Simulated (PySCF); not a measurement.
**Polarisability and C₆ of Li (lithium, neutral)**

[He] 2s1, 2S determinant. Calculation: PySCF 2.14, in aug-cc-pVTZ (5s4p3d2f, 46 functions); the non-relativistic Hamiltonian (point nucleus). Coupled (time-dependent) response in atomic units; α is the mean over directions.

```tsv
method	mean α (bohr³)	C₆ (like pair)	S(−4)
UHF	169.5	1473	36870
PBE	143.1	1142	26420
PBE0	147.5	1195	28020
B3LYP	142.5	1125	26630
CAM-B3LYP	146.4	1167	28340
```

S(−4) is the Cauchy moment in α(ω) = α(0) + S(−4) ω² + …

Reference α: 164.1 bohr³ (recommended; Schwerdtfeger and Nagle, table of static dipole polarizabilities (2023 update)). Published C₆: 1392 (Chu and Dalgarno (2004); Tang, Norbeck and Certain (1976)).

α(iu) at PBE0:

```
u (hartree)  α(iu) (bohr³)
          0          147.5
     0.0500          100.2
      0.100          51.48
      0.200          18.01
      0.300          8.899
      0.500          3.551
      0.750          1.706
       1.00          1.022
       1.50         0.5046
       2.00         0.3083
       3.00         0.1526
       5.00        0.06023
```

A single London oscillator, α(iu) = α/(1 + u²/ω²), gives C₆ = (3/4) ω α². Matching the computed C₆ needs ω = 4 × 1195 / (3 × 147.5²) = 0.0732 hartree.
